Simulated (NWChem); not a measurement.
BaF₂; SMILES [F][Ba][F]

All runs: NWChem. The geometry was optimised at PBE-D3(BJ)/def2-SVP. def2 effective core potentials on Ba; no spin-orbit coupling. Level r2SCAN/def2-SVP: energy and gradient on several grids; changes count from the extra-fine grid, which is no exact limit either.

```json
[
 {"grid": "xcoarse", "size of the energy change (μHa)": "5000", "largest change of a gradient component (μHa/bohr)": "800"},
 {"grid": "coarse", "size of the energy change (μHa)": "100", "largest change of a gradient component (μHa/bohr)": "100"},
 {"grid": "medium", "size of the energy change (μHa)": "100", "largest change of a gradient component (μHa/bohr)": "200"},
 {"grid": "fine", "size of the energy change (μHa)": "20", "largest change of a gradient component (μHa/bohr)": "< 30"},
 {"grid": "xfine", "size of the energy change (μHa)": "< 10", "largest change of a gradient component (μHa/bohr)": "< 30"}
]
```
